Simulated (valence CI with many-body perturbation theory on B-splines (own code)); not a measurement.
## Valence orbitals of Eu XXXI

Computed by configuration interaction combined with many-body perturbation theory (CI+MBPT): five valence electrons over a frozen Dirac-Fock core [Ar] 3d10, a basis of 9 s, 9 p, 8 d, 6 f, 3 g, 1 h functions for each j, with the one-electron correlation potential Σ1 (screened to all orders), the two-electron term Σ2, the three-electron term Σ3, Breit, model QED; selected single and double excitations, second order for the rest (own B-spline code, finite nucleus).

The last digits are not significant, and no measured levels were compared; by estimate large intervals hold to a few tenths of a per cent, small ones and those within an open d or f shell to about a per cent. Among the levels kept, up to 250 cm⁻¹ of a level comes from second order outside the variational space, and about a tenth of that is noise between levels of different J, which matters for small intervals.

These are the spectroscopic orbitals of the CI (the correlating ones are not listed), shaped by the core and the other valence electrons. h is the expectation value of the core's Dirac-Fock operator, without the valence repulsion; Σ1 is computed up to l = 3 at one energy for each symmetry, that of its lowest orbital but kept below the first core excitation, so for empty shells it is not the orbital's own correlation shift; Breit and QED include the response of the core.

```csv
Orbital,h (hartree),Σ1 (cm⁻¹),Breit (cm⁻¹),QED (cm⁻¹),⟨r⟩ (bohr)
4s1/2,-53.451,-13122,6652,5002,0.5098
5s1/2,-31.631,-4589,2878,2199,0.8718
6s1/2,-20.917,-2184,1474,1144,1.334
7s1/2,-14.863,-1232,866,675,1.891
4p1/2,-50.786,-13588,10350,-14.9,0.5109
5p1/2,-30.345,-4823,4525,-3.1,0.8854
6p1/2,-20.21,-2346,2377,-0.8,1.357
7p1/2,-14.433,-1339,1413,-0.2,1.925
4p3/2,-49.196,-12183,6331,468,0.5291
5p3/2,-29.611,-4479,2786,210,0.9088
6p3/2,-19.811,-2213,1568,112,1.386
7p3/2,-14.192,-1274,935,67.4,1.958
4d3/2,-44.944,-13282,4344,-268,0.5238
5d3/2,-27.595,-4881,1962,-116,0.9249
6d3/2,-18.705,-2459,1069,-62.2,1.419
4d5/2,-44.607,-12776,2637,-86.7,0.5288
5d5/2,-27.435,-4708,1153,-34.4,0.9310
6d5/2,-18.616,-2374,628,-17.6,1.426
4f5/2,-40.063,-12642,1442,-138,0.4969
5f5/2,-25.419,-4085,646,-66.3,0.9226
4f7/2,-39.992,-12290,452,-81.5,0.4987
5f7/2,-25.377,-3968,207,-38.0,0.9247
5g7/2,-24.419,,37.2,-11.2,0.8572
5g9/2,-24.404,,-15.0,0.3,0.8580
```

Among the shells of the start configuration 4s2 4p3, Σ1 is largest in size for 4p1/2, where it is 0.12 % of h.

Lowest root of each symmetry, sizes in configuration state functions:

| J | Parity | Roots | Reference | Variational | Second order | Change by selected CI (cm⁻¹) | Change by second order (cm⁻¹) |
| --- | --- | --- | --- | --- | --- | --- | --- |
| 1/2 | even | 8 | 59 | 39999 | 487128 | -11848 | -21 |
| 3/2 | even | 11 | 99 | 39999 | 998672 | -12782 | -102 |
| 5/2 | even | 10 | 111 | 39972 | 1243495 | -9407 | -138 |
| 7/2 | even | 5 | 93 | 39998 | 1108189 | -13061 | -145 |
| 9/2 | even | 2 | 64 | 35054 | 791489 | -13864 | -58 |
| 1/2 | odd | 4 | 24 | 39998 | 432986 | -14784 | -17 |
| 3/2 | odd | 7 | 39 | 39995 | 848950 | -13642 | -31 |
| 5/2 | odd | 5 | 39 | 39998 | 1058264 | -13493 | -93 |
| 7/2 | odd | 2 | 31 | 39990 | 957370 | -20519 | -122 |
| 9/2 | odd | 2 | 16 | 37007 | 989858 | -19824 | -95 |
